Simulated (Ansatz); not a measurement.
Reaction R1 → 3 P1 + P2, each structure at its B3LYP-D3(BJ)/def2-TZVP stationary point, reached from a drawn start (curvature not checked).
P1: H atom, charge 0, multiplicity 2.
P2: N atom, charge 0, multiplicity 4.
R1, NH3 (SMILES N) (charge 0, multiplicity 1):
```json
[
 {"atom": "N", "x (Å)": "0.0000", "y (Å)": "0.0000", "z (Å)": "0.2791"},
 {"atom": "H", "x (Å)": "0.9428", "y (Å)": "0.0000", "z (Å)": "-0.0931"},
 {"atom": "H", "x (Å)": "-0.4714", "y (Å)": "0.8165", "z (Å)": "-0.0931"},
 {"atom": "H", "x (Å)": "-0.4714", "y (Å)": "-0.8165", "z (Å)": "-0.0931"}
]
```

P less R. No zero-point or thermal terms; singlets are restricted closed shells; open shells are unrestricted.

Cores are frozen in the correlated methods.

Run with Ansatz (a first-principles code) with Gaussian orbitals. All values are computed, each at the level named.

PBE/def2-TZVPP gives 300.97 kcal/mol for the reaction energy.

Q: Predict the shift from PBE, with its sign, for: r2SCAN/def2-TZVPP, PBE0/def2-TZVPP, wB97M-V/def2-TZVPP, B2PLYP/def2-TZVPP, MP2/cc-pVQZ, CCSD(T)/cc-pVQZ.

A: r2SCAN/def2-TZVPP -7.46; PBE0/def2-TZVPP -6.79; wB97M-V/def2-TZVPP -1.99; B2PLYP/def2-TZVPP -5.16; MP2/cc-pVQZ -7.84; CCSD(T)/cc-pVQZ -7.10 kcal/mol. 0 of 6 lie above PBE; the widest gap is to MP2/cc-pVQZ.
